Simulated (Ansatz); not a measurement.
Cost and result up the ladder for Zn7H20Se7 (34 atoms). The state is a singlet with charge 0. Geometry: r2SCAN-D4/def2-SVP.

Cartesian coordinates in Å:
```
Zn 1.5871 1.1714 -1.7319
Zn -0.0949 -1.7213 3.3429
Zn 1.1334 -1.2381 -3.4296
Zn 2.1958 2.4248 0.5446
Zn -2.1480 2.7218 -0.4577
Zn -2.9795 -0.3530 -1.5417
Zn -1.2328 -0.0173 -3.4772
Se 1.4971 0.3054 3.7122
Se 1.9734 -0.1912 0.4329
Se -0.5561 2.1772 -2.5631
Se 1.1284 -3.1991 1.5752
Se -1.7906 -0.6315 1.7504
Se -0.6260 -1.6853 -1.4931
Se -0.2913 2.4382 1.2217
H 2.0647 0.1390 -2.9262
H 2.3852 2.5359 -1.1934
H -0.5610 -2.4643 4.6288
H 1.8877 -2.5099 -3.9139
H 3.1873 3.1488 1.5005
H -3.0999 3.9464 -0.4413
H -2.4636 1.0988 -0.8473
H -4.1160 -1.2633 -0.9810
H -0.1106 -0.5408 -4.5406
H -2.8603 -0.1307 -3.3227
H 2.6769 -0.5576 3.9136
H 1.2247 0.2675 5.1737
H 3.3141 -0.5250 -0.0749
H 0.1586 2.9029 -3.6302
H 2.4523 -3.0025 2.1893
H 0.9298 -4.4289 2.3894
H -2.6625 -1.8273 1.7603
H -2.5334 -0.0381 2.8815
H -1.3191 -2.7332 -2.2688
H -0.3507 3.7802 1.8175
```

Ansatz on 4 threads of AMD EPYC 7R13 on a shared host and a share (37 GiB) of an NVIDIA H100 80GB HBM3. Times are rough, and most runs start from the orbitals of an earlier one. PBE0-D4/def2-TZVP serves as the yardstick here, not as an exact answer. Differences are given only for rows in sets of like size (and for xTB, whose basis is part of the method), since another set adds its own error. Binding counts from free atoms at the same level (Zn singlet, Se triplet, H doublet; other spins of the atoms weren't run), without zero-point energy or a counterpoise term.

Single mean-field runs in def2-SVP, def2-TZVP are fitted with def2-universal-jkfit. In the singlet geometry the species has come apart into loosely held pieces.

```tsv
level	functions	wall time	binding energy per atom (eV)	difference from PBE0-D4/def2-TZVP (eV)
PBE-D4/def2-SVP	541	9 s	2.20	–
PBE-D4/def2-TZVP (with forces)	792	10 s	2.12	0.00
r2SCAN-D4/def2-TZVP	792	11 s	2.18	0.06
PBE0-D4/def2-SVP	541	11 s	2.18	–
PBE0-D4/def2-TZVP (with forces)	792	19 s	2.12	0.00
```
